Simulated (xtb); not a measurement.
F2Sc (SMILES [F][Sc+][F]), charge +1, singlet, geometry from GFN2-xTB (such geometries of metal compounds can be far from the true shape) (the multiplicity is a formal guess), atoms displaced at random by about 0.02 Å a coordinate. Base run: GFN1-xTB (xtb).

Input for xtb:
```
$ xtb mol.xyz --gfn 1 --chrg 1 --opt --json

# file mol.xyz
3

Sc     0.26510551     0.14613091     0.08449536
F     -0.52852137     1.02774721    -1.17627759
F     -0.12178761    -1.37673502     0.97325907
```

Each row names what was changed in the base input (with any setting that the change needs).

```tsv
change	ΔE vs base (kJ/mol)	optimiser steps
base	0.00	9
opt level = lax	0.00	8
opt level = crude	1.17	4
alpb = hexane	?	8
engine = lbfgs	0.00	-
alpb = methanol	?	9
engine = inertial	0.02	-
opt level = vtight	0.00	11
opt level = extreme	0.00	11
opt level = tight	0.00	9
```

Complete the blanks.


- alpb = hexane, ΔE vs base (kJ/mol): -128.1
- alpb = methanol, ΔE vs base (kJ/mol): -214.2
